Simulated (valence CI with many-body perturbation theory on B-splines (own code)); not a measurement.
Level structure of Er45+

Method: configuration interaction combined with many-body perturbation theory (CI+MBPT): five valence electrons over a frozen Dirac-Fock core [Ar], a basis of 7 s, 7 p, 8 d, 6 f, 4 g, 1 h functions for each j, with the one-electron correlation potential Σ1 (screened to all orders), the two-electron term Σ2, the three-electron term Σ3, Breit, model QED; selected single and double excitations, second order for the rest, scaled by the run's own slope (own B-spline code, finite nucleus).

No measured spectrum was set against this ion. As an estimate, large intervals hold to a few tenths of a per cent, small ones and those within an open d or f shell to about a per cent. Among the levels kept, up to 550 cm⁻¹ of a level comes from second order outside the variational space, and about a tenth of that is noise between levels of different J, which matters for small intervals. Only levels of the ground parity were solved; by the run's estimate the other parity begins above the list, which can be wrong where configurations are misplaced.

Levels 1 to 32 of 32, with energies above the lowest level, (3d3/2^4 3d5/2) J=5/2. "Leading %" is the weight of the configuration and term that name the level; weights of strongly mixed levels are sums over their largest components and can fall short, so below about 35 % the name and the second component can differ from the true leading terms, or belong to a minority configuration. In the jj column 3d3/2^4 stands for four electrons in 3d with j = 3/2. Lifetimes count E1, E2, E3, M1 and M2 decay at the calculated energies, and are blank where another channel may lead or the interval is too uncertain; long ones can be off by a factor of two.

| No. | Configuration | Term | J | E (cm⁻¹) | Leading % | Lifetime | Leading jj |
| --- | --- | --- | --- | --- | --- | --- | --- |
| 1 | 3d5 | 4P | 5/2 | 0 | 28 |  | 3d3/2^4 3d5/2 (94 %) |
| 2 | 3d5 | 6S | 5/2 | 291520 | 38 | 1.13 μs | 3d3/2^3 3d5/2^2 (90 %) |
| 3 | 3d5 | 4G | 7/2 | 378870 | 35 | 2.23 μs | 3d3/2^3 3d5/2^2 (99 %) |
| 4 | 3d5 | 2H | 11/2 | 389850 | 42 |  | 3d3/2^3 3d5/2^2 (98 %) |
| 5 | 3d5 | 4D | 3/2 | 390210 | 39 | 886 ns | 3d3/2^3 3d5/2^2 (98 %) |
| 6 | 3d5 | 4G | 9/2 | 426590 | 32 | 614 μs | 3d3/2^3 3d5/2^2 (96 %) |
| 7 | 3d5 | 4D | 5/2 | 449960 | 31 | 18.9 μs | 3d3/2^3 3d5/2^2 (92 %) |
| 8 | 3d5 | 4P | 1/2 | 469420 | 46 | 79.3 μs | 3d3/2^3 3d5/2^2 (88 %) |
| 9 | 3d5 | 2F | 7/2 | 485750 | 39 | 24.0 μs | 3d3/2^3 3d5/2^2 (97 %) |
| 10 | 3d5 | 2D | 3/2 | 594450 | 59 | 7.13 μs | 3d3/2^3 3d5/2^2 (85 %) |
| 11 | 3d5 | 6S | 5/2 | 665120 | 30 | 481 ns | 3d3/2^2 3d5/2^3 (88 %) |
| 12 | 3d5 | 4D | 7/2 | 724100 | 52 | 908 ns | 3d3/2^2 3d5/2^3 (99 %) |
| 13 | 3d5 | 2I | 11/2 | 729300 | 51 | 1.33 μs | 3d3/2^2 3d5/2^3 (98 %) |
| 14 | 3d5 | 4G | 9/2 | 743980 | 59 | 1.35 μs | 3d3/2^2 3d5/2^3 (96 %) |
| 15 | 3d5 | 2I | 13/2 | 766860 | 100 |  | 3d3/2^2 3d5/2^3 (100 %) |
| 16 | 3d5 | 4D | 1/2 | 773070 | 77 | 731 ns | 3d3/2^2 3d5/2^3 (97 %) |
| 17 | 3d5 | 4P | 3/2 | 782690 | 53 | 479 ns | 3d3/2^2 3d5/2^3 (96 %) |
| 18 | 3d5 | 2F | 5/2 | 793260 | 42 | 895 ns | 3d3/2^2 3d5/2^3 (96 %) |
| 19 | 3d5 | 2H | 9/2 | 831800 | 53 | 713 ns | 3d3/2^2 3d5/2^3 (100 %) |
| 20 | 3d5 | 2G | 7/2 | 849560 | 61 | 2.48 μs | 3d3/2^2 3d5/2^3 (99 %) |
| 21 | 3d5 | 4F | 5/2 | 863270 | 63 | 690 ns | 3d3/2^2 3d5/2^3 (98 %) |
| 22 | 3d5 | 2D | 3/2 | 872640 | 87 | 1.78 μs | 3d3/2^2 3d5/2^3 (85 %) |
| 23 | 3d5 | 2G | 7/2 | 910460 | 46 | 1.26 μs | 3d3/2^2 3d5/2^3 (94 %) |
| 24 | 3d5 | 4P | 1/2 | 911430 | 39 | 838 ns | 3d3/2^2 3d5/2^3 (80 %) |
| 25 | 3d5 | 2G | 9/2 | 972910 | 77 | 2.15 μs | 3d3/2^2 3d5/2^3 (96 %) |
| 26 | 3d5 | 2P | 3/2 | 1086400 | 74 | 2.05 μs | 3d3/2^2 3d5/2^3 (96 %) |
| 27 | 3d5 | 2D | 5/2 | 1087200 | 30 | 411 ns | 3d3/2 3d5/2^4 (61 %) |
| 28 | 3d5 | 2D | 5/2 | 1115300 | 47 | 527 ns | 3d3/2^2 3d5/2^3 (56 %) |
| 29 | 3d5 | 4F | 7/2 | 1162100 | 29 | 433 ns | 3d3/2 3d5/2^4 (99 %) |
| 30 | 3d5 | 2H | 11/2 | 1175000 | 56 | 540 ns | 3d3/2 3d5/2^4 (99 %) |
| 31 | 3d5 | 2D | 3/2 | 1186800 | 31 | 344 ns | 3d3/2 3d5/2^4 (97 %) |
| 32 | 3d5 | 2G | 9/2 | 1230300 | 58 | 621 ns | 3d3/2 3d5/2^4 (95 %) |

The ionisation energy to 3d4 3P_0 of the next ion comes out as 3741.9 eV (NIST: 3742 ± 4 eV (theoretical)). All 32 levels together are meant to be complete up to 1234300 cm⁻¹.
